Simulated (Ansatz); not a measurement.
FH3HfSe3 (`[F][Hf]([SeH])([SeH])[SeH]`) at its PBE0-D4/def2-TZVP geometry, where that method's forces vanish. Total charge 0; spin multiplicity 1. Hf: def2 effective core potential.

```xyz
8

F     2.3492    1.2254    0.4831
Hf    0.7087    0.3694    0.1458
Se    0.0399   -1.0346    2.1888
Se   -1.1005    2.1336   -0.3098
Se    0.9462   -1.1603   -1.9028
H    -0.4886   -2.0224    1.2313
H    -2.0271    1.2494    0.4193
H    -0.4277   -0.7605   -2.2557
```

Q: What forces (eV/Å) does r2SCAN-D4/def2-TZVPP give on these atoms in the Gaussian-basis code of Ansatz? (Estimate.)

A: Computed: 
```
F1   0.064  0.033  0.013
Hf2 -0.047 -0.024 -0.011
Se3 -0.015 -0.061  0.063
Se4 -0.065  0.060  0.002
Se5  0.003 -0.039 -0.079
H6   0.011  0.022  0.017
H7   0.021  0.016 -0.015
H8   0.028 -0.007  0.010
```
